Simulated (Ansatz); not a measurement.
CH3Li (SMILES [Li][CH3]) moved off its minimum; all values from Ansatz (a program for electronic structure), cores frozen in correlated methods.
(charge 0, multiplicity 1)
```xyz
5

Li    -1.09510    -0.65404    -0.94000
C      0.27253     0.16133     0.22453
H      0.82552    -0.57828     0.82622
H     -0.17407     0.83838     0.97291
H      1.01015     0.74894    -0.38547
```

Forces at PBE/def2-TZVPP (eV/Å):

| atom | Fx | Fy | Fz |
|---|---|---|---|
| Li1 | -0.022 | -0.022 | -0.008 |
| C2 | 0.118 | 0.164 | -0.239 |
| H3 | 0.180 | -0.043 | -0.119 |
| H4 | 0.025 | 0.178 | -0.101 |
| H5 | -0.302 | -0.276 | 0.468 |

Problem. Give the forces (eV/Å), the total energy and the dipole at CCSD(T)/aug-cc-pVTZ.

Solution. 
| atom | Fx | Fy | Fz |
|---|---|---|---|
| Li1 | -0.082 | -0.058 | -0.060 |
| C2 | 0.236 | 0.232 | -0.111 |
| H3 | 0.131 | 0.061 | -0.197 |
| H4 | 0.096 | 0.108 | -0.197 |
| H5 | -0.380 | -0.343 | 0.565 |
Energy -47.2714 hartree, dipole 5.86 D.
